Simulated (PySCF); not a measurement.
PySCF job for C5H9O, SMILES C([CH]C)C(=O)C, multiplicity 2, TDA-PBE/def2-SVPD. Geometry optimised at B3LYP-D3(BJ)/def2-SVP. The isomer is the one that the SMILES or the coordinates give; other isomers of the formula were not compared. One conformer was computed; it need not be the lowest.

```python
import numpy as np
from pyscf import gto, scf, dft, tdscf

mol = gto.M(
    atom='''
    C     2.16414566    0.86701349   -0.44172166
    C     1.46379963   -0.28611126    0.18811636
    C     0.22120597   -0.14377081    1.00609497
    C    -1.01923671   -0.34659794    0.11400374
    C    -1.46271298    0.85208656   -0.70084268
    O    -1.58018215   -1.41583587    0.05230959
    H     3.24430301    0.67298428   -0.55341283
    H     1.79068880    1.08706911   -1.46520073
    H     2.03916972    1.79250128    0.14536409
    H     1.73254097   -1.29886224   -0.13010888
    H     0.17922559    0.85318247    1.47793139
    H     0.16976989   -0.91973382    1.78609536
    H    -2.24710246    0.55446347   -1.40887781
    H    -0.61377395    1.30011139   -1.24034158
    H    -1.85657359    1.62925062   -0.02382992
    ''',
    basis='def2-SVPD',
    charge=0,
    spin=1,
    max_memory=1600,
    verbose=4,
)
mf = dft.UKS(mol, xc='pbe').density_fit(auxbasis='def2-universal-jkfit')
mf.grids.level = 3
mf.conv_tol = 1e-9
mf.max_cycle = 100
mf.kernel()
fine, coarse = mf.grids, dft.Grids(mol).set(level=1).build(with_non0tab=True)
for _ in range(3):  # follow internal instabilities
    mf.grids = coarse
    mo, _, stable, _ = mf.stability(return_status=True, nroots=4)
    mf.grids = fine
    if stable:
        break
    mf.kernel(mf.make_rdm1(mo, mf.mo_occ))
mf.grids = dft.Grids(mol).set(level=1).build(with_non0tab=True)  # coarser grid for the response kernel
td = tdscf.TDA(mf)
td.nstates = 10
td.conv_tol = 1e-4
td.positive_eig_threshold = 1e-6
td.kernel(x0=td.get_init_guess(mf, 15))
td.analyze()
```

It prints:

```
PySCF version 2.14.0

[INPUT] verbose = 4
[INPUT] num. atoms = 15
[INPUT] num. electrons = 47
[INPUT] charge = 0
[INPUT] spin (= nelec alpha-beta = 2S) = 1
[INPUT] symmetry False subgroup None
[INPUT] Mole.unit = angstrom
[INPUT] Symbol           X                Y                Z      unit          X                Y                Z       unit  Magmom
[INPUT]  1 C      2.164145660000   0.867013490000  -0.441721660000 AA    4.089642591066   1.638418042403  -0.834732960688 Bohr   0.0
[INPUT]  2 C      1.463799630000  -0.286111260000   0.188116360000 AA    2.766180401940  -0.540671922554   0.355488399950 Bohr   0.0
[INPUT]  3 C      0.221205970000  -0.143770810000   1.006094970000 AA    0.418018700419  -0.271687455607   1.901243948603 Bohr   0.0
[INPUT]  4 C     -1.019236710000  -0.346597940000   0.114003740000 AA   -1.926078238003  -0.654975181938   0.215435845776 Bohr   0.0
[INPUT]  5 C     -1.462712980000   0.852086560000  -0.700842680000 AA   -2.764126931046   1.610210232823  -1.324400721606 Bohr   0.0
[INPUT]  6 O     -1.580182150000  -1.415835870000   0.052309590000 AA   -2.986111490426  -2.675542031635   0.098850798788 Bohr   0.0
[INPUT]  7 H      3.244303010000   0.672984280000  -0.553412830000 AA    6.130844154002   1.271755975338  -1.045798682520 Bohr   0.0
[INPUT]  8 H      1.790688800000   1.087069110000  -1.465200730000 AA    3.383911406326   2.054262896375  -2.768828097213 Bohr   0.0
[INPUT]  9 H      2.039169720000   1.792501280000   0.145364090000 AA    3.853472292306   3.387336497132   0.274698318447 Bohr   0.0
[INPUT] 10 H      1.732540970000  -1.298862240000  -0.130108880000 AA    3.274027932888  -2.454493907139  -0.245870149574 Bohr   0.0
[INPUT] 11 H      0.179225590000   0.853182470000   1.477931390000 AA    0.338687279614   1.612281202580   2.792885557998 Bohr   0.0
[INPUT] 12 H      0.169769890000  -0.919733820000   1.786095360000 AA    0.320818596298  -1.738045027300   3.375231062756 Bohr   0.0
[INPUT] 13 H     -2.247102460000   0.554463470000  -1.408877810000 AA   -4.246408223236   1.047784104376  -2.662393203877 Bohr   0.0
[INPUT] 14 H     -0.613773950000   1.300111390000  -1.240341580000 AA   -1.159864667892   2.456854458528  -2.343905887110 Bohr   0.0
[INPUT] 15 H     -1.856573590000   1.629250620000  -0.023829920000 AA   -3.508415615201   3.078837460078  -0.045032022370 Bohr   0.0

nuclear repulsion = 228.74819924635
number of shells = 85
number of NR pGTOs = 273
number of NR cGTOs = 195
basis = def2-SVPD
ecp = {}


[settings echo left out]
init E= -270.807797755936
  alpha nocc = 24  HOMO = -0.192469333326223  LUMO = -0.111165914167633
  beta  nocc = 23  HOMO = -0.335908905451658  LUMO = -0.192469333326224

WARN: HOMO -0.192469333326223 >= LUMO -0.192469333326224

cycle= 1 E= -270.414737391854  delta_E= 0.393  |g|= 0.619  |ddm|= 3.76
  alpha nocc = 24  HOMO = -0.0219486139866447  LUMO = 0.00434235776038117
  beta  nocc = 23  HOMO = -0.0731750061019829  LUMO = -0.0187031698667015
  HOMO = -0.0219486139866  LUMO = -0.0187031698667  gap/eV = 0.08831
cycle= 2 E= -268.78897507723  delta_E= 1.63  |g|= 1.81  |ddm|= 4.64
  alpha nocc = 24  HOMO = -0.104456393732182  LUMO = -0.0286620614026352
  beta  nocc = 23  HOMO = -0.232131870889864  LUMO = -0.0819747578047867
  HOMO = -0.104456393732  LUMO = -0.0819747578048  gap/eV = 0.61176
cycle= 3 E= -270.397087069987  delta_E= -1.61  |g|= 0.548  |ddm|= 4.53
  alpha nocc = 24  HOMO = -0.158878577102002  LUMO = -0.0384859533085895
  beta  nocc = 23  HOMO = -0.210912881977135  LUMO = -0.114142049628117
  HOMO = -0.158878577102  LUMO = -0.114142049628  gap/eV = 1.21734
cycle= 4 E= -270.580377108833  delta_E= -0.183  |g|= 0.112  |ddm|= 1.02
  alpha nocc = 24  HOMO = -0.15808925649545  LUMO = -0.0590212827020813
  beta  nocc = 23  HOMO = -0.22253507506274  LUMO = -0.106043331462805
  HOMO = -0.158089256495  LUMO = -0.106043331463  gap/eV = 1.41624
cycle= 5 E= -270.580342518479  delta_E= 3.46e-05  |g|= 0.113  |ddm|= 0.329
  alpha nocc = 24  HOMO = -0.162093528168071  LUMO = -0.0481597288307465
  beta  nocc = 23  HOMO = -0.211319983356314  LUMO = -0.104297227545799
  HOMO = -0.162093528168  LUMO = -0.104297227546  gap/eV = 1.57272
cycle= 6 E= -270.587148750284  delta_E= -0.00681  |g|= 0.00944  |ddm|= 0.199
  alpha nocc = 24  HOMO = -0.161720565481076  LUMO = -0.0483263577233801
  beta  nocc = 23  HOMO = -0.212380268812728  LUMO = -0.101999577729888
  HOMO = -0.161720565481  LUMO = -0.10199957773  gap/eV = 1.62509
cycle= 7 E= -270.587203551773  delta_E= -5.48e-05  |g|= 0.00319  |ddm|= 0.0325
  alpha nocc = 24  HOMO = -0.162473163632172  LUMO = -0.0487757958166868
  beta  nocc = 23  HOMO = -0.21282977321319  LUMO = -0.101960563106643
  HOMO = -0.162473163632  LUMO = -0.101960563107  gap/eV = 1.64663
cycle= 8 E= -270.58720896475  delta_E= -5.41e-06  |g|= 0.00178  |ddm|= 0.0132
  alpha nocc = 24  HOMO = -0.162341220028728  LUMO = -0.0484792265046767
  beta  nocc = 23  HOMO = -0.212539433763006  LUMO = -0.101615469608861
  HOMO = -0.162341220029  LUMO = -0.101615469609  gap/eV = 1.65243
cycle= 9 E= -270.587210710695  delta_E= -1.75e-06  |g|= 0.000546  |ddm|= 0.0042
  alpha nocc = 24  HOMO = -0.162416629056176  LUMO = -0.0485441004906382
  beta  nocc = 23  HOMO = -0.212573493729606  LUMO = -0.101654974882498
  HOMO = -0.162416629056  LUMO = -0.101654974882  gap/eV = 1.65341
cycle= 10 E= -270.587210864834  delta_E= -1.54e-07  |g|= 0.000186  |ddm|= 0.00142
  alpha nocc = 24  HOMO = -0.162402888323094  LUMO = -0.0485120662182346
  beta  nocc = 23  HOMO = -0.212536753076271  LUMO = -0.101632585632134
  HOMO = -0.162402888323  LUMO = -0.101632585632  gap/eV = 1.65364
cycle= 11 E= -270.587210881771  delta_E= -1.69e-08  |g|= 9.08e-05  |ddm|= 0.000523
  alpha nocc = 24  HOMO = -0.162406403418475  LUMO = -0.0485176619024967
  beta  nocc = 23  HOMO = -0.212546341410887  LUMO = -0.101643228526966
  HOMO = -0.162406403418  LUMO = -0.101643228527  gap/eV = 1.65345
cycle= 12 E= -270.587210885601  delta_E= -3.83e-09  |g|= 1.78e-05  |ddm|= 0.000156
  alpha nocc = 24  HOMO = -0.162405098068979  LUMO = -0.0485188547092674
  beta  nocc = 23  HOMO = -0.212547661998536  LUMO = -0.101641160613089
  HOMO = -0.162405098069  LUMO = -0.101641160613  gap/eV = 1.65347
cycle= 13 E= -270.587210885723  delta_E= -1.21e-10  |g|= 1.23e-05  |ddm|= 5.16e-05
  alpha nocc = 24  HOMO = -0.162407241693451  LUMO = -0.0485174622253268
  beta  nocc = 23  HOMO = -0.212543496264785  LUMO = -0.101643391117094
  HOMO = -0.162407241693  LUMO = -0.101643391117  gap/eV = 1.65347
Extra cycle  E= -270.587210885387  delta_E= 3.36e-10  |g|= 3e-05  |ddm|= 6.1e-05
converged SCF energy = -270.587210885387  <S^2> = 0.75416251  2S+1 = 2.0041582
tot grids = 53328
uhf_internal: lowest eigs of H = [1.10493628 1.10779176 1.1098996  1.11342294]
<class 'pyscf.df.df_jk.DFUKS'> wavefunction is stable in the internal stability analysis
tot grids = 53328
Overwritten attributes  positive_eig_threshold  of <class 'pyscf.tdscf.uks.TDA'>


******** <class 'pyscf.tdscf.uks.TDA'> for <class 'pyscf.df.df_jk.DFUKS'> ********
nstates = 10
deg_eia_thresh = 1.000e-03
wfnsym = None
conv_tol = 0.0001
eigh lindep = 1e-12
eigh level_shift = 0
eigh max_cycle = 100


Excitation energies (eV)
[2.79111707 3.31347937 4.13886361 4.2471178  4.69083631 5.01560003
 5.26242971 5.40874179 5.61717059 5.67747633]

** Excitation energies and oscillator strengths **
Excited State   1:      2.79112 eV    444.21 nm  f=0.0019
      24a ->   25a      0.79652
      23b ->   24b     -0.59949
Excited State   2:      3.31348 eV    374.18 nm  f=0.0611
      24a ->   25a     -0.59208
      23b ->   24b     -0.78965
Excited State   3:      4.13886 eV    299.56 nm  f=0.0001
      23a ->   25a     -0.73854
      23b ->   25b      0.66645
Excited State   4:      4.24712 eV    291.93 nm  f=0.0052
      24a ->   26a     -0.99753
Excited State   5:      4.69084 eV    264.31 nm  f=0.0268
      23a ->   25a      0.66518
      23b ->   25b      0.73756
Excited State   6:      5.01560 eV    247.20 nm  f=0.0030
      24a ->   27a     -0.99721
Excited State   7:      5.26243 eV    235.60 nm  f=0.0021
      24a ->   28a     -0.99424
Excited State   8:      5.40874 eV    229.23 nm  f=0.0056
      24a ->   29a      0.99403
Excited State   9:      5.61717 eV    220.72 nm  f=0.0048
      20a ->   25a      0.12278
      21a ->   25a      0.12440
      22a ->   25a     -0.23069
      21b ->   24b      0.10924
      22b ->   24b     -0.92818
Excited State  10:      5.67748 eV    218.38 nm  f=0.0051
      23a ->   26a      0.18331
      23b ->   26b     -0.97743

** Transition electric dipole moments (AU) **
state          X           Y           Z        Dip. S.      Osc.
  1        -0.1624      0.0269      0.0328      0.0282      0.0019
  2         0.8610      0.1075     -0.0036      0.7530      0.0611
  3         0.0053      0.0072     -0.0253      0.0007      0.0001
  4         0.0546     -0.0674      0.2064      0.0501      0.0052
  5        -0.4810     -0.0313     -0.0334      0.2334      0.0268
  6        -0.0479      0.0182      0.1489      0.0248      0.0030
  7        -0.0690     -0.0780     -0.0731      0.0162      0.0021
  8         0.0390     -0.2018     -0.0097      0.0423      0.0056
  9         0.1101      0.1350      0.0679      0.0350      0.0048
 10        -0.1183      0.1021     -0.1112      0.0368      0.0051

** Transition velocity dipole moments (imaginary part, AU) **
state          X           Y           Z        Dip. S.      Osc.
  1         0.0016     -0.0079     -0.0149      0.0003      0.0019
  2        -0.0041     -0.0021      0.0079      0.0001      0.0005
  3        -0.0001      0.0006      0.0028      0.0000      0.0000
  4         0.0073     -0.0050      0.0311      0.0010      0.0045
  5        -0.0211      0.0075     -0.0157      0.0007      0.0029
  6         0.0073     -0.0029      0.0341      0.0012      0.0044
  7        -0.0272     -0.0092     -0.0243      0.0014      0.0049
  8         0.0067     -0.0218     -0.0076      0.0006      0.0019
  9         0.0113     -0.0092     -0.0053      0.0002      0.0008
 10        -0.0289      0.0174     -0.0203      0.0016      0.0050

** Transition magnetic dipole moments (imaginary part, AU) **
state          X           Y           Z
  1        -0.0372     -0.0762      0.0413
  2        -0.2547     -0.5854     -0.1233
  3         0.0648      0.0924     -0.0150
  4        -0.1490      0.0090      0.1755
  5        -0.4688     -0.6835     -0.0160
  6         0.1668     -0.1254     -0.1484
  7        -0.0546     -0.3775     -0.0184
  8        -0.0526      0.1463      0.1568
  9        -0.1938     -0.3245      0.0891
 10        -0.1346      0.2274      0.1881
```

The run converged.
